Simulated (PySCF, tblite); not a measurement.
Computed geometry: GFN2-xTB, gas phase. One conformer each, none proved a minimum here. Atom numbers follow the mapped SMILES. Open shells are treated by occupation alone.

Task: Rank these C–C bonds from shortest to longest.
A. C2–C3 in `[CH2+:1][C:2]([CH:3]=[C:4]=[O:5])[CH2:6][CH3:7]` (charge +1 and doublet state) with H–C1–C2–C3 0° and 180°, C1–C2–C3–C4 0°, C1–C2–C6–C7 180°
B. C3–C4 in `[CH3:1][N:2]1[CH2:3][CH2:4][NH:5][Si@@H:6]1[PH2:7]` with N5–Si6–P7–H 90° and -178°, C1–N2–C3–C4 -176°, N2–C3–C4–N5 37°, C3–C4–N5–Si6 -36°, C4–N5–Si6–P7 141°
C. C4–C5 in `[CH3:1][Si@@H:2]1[CH:3]=[CH:4][CH:5][CH2:6]1` (doublet state)
D. C2–C3 in `[CH2:1]=[C:2]1[C@@H:3]([OH:4])[C@@:5]1([Cl:6])[CH2:7][SiH2:8]` (doublet state) with C2–C3–O4–H 33°, C3–C5–C7–Si8 165°, C5–C7–Si8–H -52° and 80°

Result: C (1.371 Å), A (1.422 Å), D (1.475 Å), B (1.524 Å).

- 1.371 Å: drawn single in a drawing that doesn't fit all lengths, both ends carbon bonded to 2 C and H, in a 5-membered ring
- 1.422 Å: drawn single in one of several resonance forms, ends: carbon bonded to 3 C; carbon bonded to 2 C and H
- 1.475 Å: drawn single, ends: carbon bonded to 3 C; carbon bonded to 2 C, O and H, in a 3-membered ring
- 1.524 Å: drawn single, both ends sp3 carbon bound to nitrogen, in a 5-membered ring

Task: Order these C–C–C angles, narrowest first.
A. C2–C3–C5 in `[CH2:1]=[C:2]1[C@@H:3]([OH:4])[C@@:5]1([Cl:6])[CH2:7][SiH2:8]` (doublet state) with C2–C3–O4–H 33°, C3–C5–C7–Si8 165°, C5–C7–Si8–H -52° and 80°
B. C4–C5–C6 in `[CH3:1][Si@@H:2]1[CH:3]=[CH:4][CH:5][CH2:6]1` (doublet state)
C. C2–C3–C4 in `[CH2+:1][C:2]([CH:3]=[C:4]=[O:5])[CH2:6][CH3:7]` (charge +1 and doublet state) with H–C1–C2–C3 0° and 180°, C1–C2–C3–C4 0°, C1–C2–C6–C7 180°

Result: A (58.6°), B (117.3°), C (126.6°).
